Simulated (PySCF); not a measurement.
```xyz
4
charge 0 multiplicity 5, angstrom
Co    0.2956    0.0000   -0.1558
N    -1.2147    0.0000    0.6404
H    -2.1099    0.0000    1.1123
H     1.7027    0.0000   -0.8976
```

All numbers come from UPBE0/[Co def2-TZVP, N def2-TZVP, H def2-TZVP], no relativity, density fitting, PySCF.

This geometry of H₂CoN is a stationary point at this level.

What is the point group?

C∞v.

Is it a minimum?

Yes: all harmonic wavenumbers are real.

List the harmonic modes with their infrared intensities.


```json
{"symmetry": "π", "ω (cm⁻¹)": "267", "IR (km/mol, summed over degenerate members)": "11.2"}
{"symmetry": "π", "ω (cm⁻¹)": "542", "IR (km/mol, summed over degenerate members)": "382"}
{"symmetry": "σ+", "ω (cm⁻¹)": "769", "IR (km/mol, summed over degenerate members)": "0.0"}
{"symmetry": "σ+", "ω (cm⁻¹)": "1805", "IR (km/mol, summed over degenerate members)": "247"}
{"symmetry": "σ+", "ω (cm⁻¹)": "3608", "IR (km/mol, summed over degenerate members)": "27.3"}
```

Give the atomic charges and bond orders.


```tsv
atom	Mulliken	Löwdin	polar tensor	spin (Mulliken)	Mayer order to Co1
Co1	0.36	0.35	0.54	2.81	–
N2	-0.45	-0.26	-0.37	1.31	1.48
H3	0.23	0.13	0.22	-0.03	0.03
H4	-0.14	-0.22	-0.40	-0.09	0.93
```
Other Mayer orders above 0.3: N–H 0.90.

What is the atomisation energy, with and without zero-point energy?

870 kJ/mol without, 823 kJ/mol with.

In C∞v the vibrations span 2π + 3σ+.

This need not be the most stable arrangement of these atoms. Open d and f shells are described by one determinant, and the ground state may have another occupation or spin.
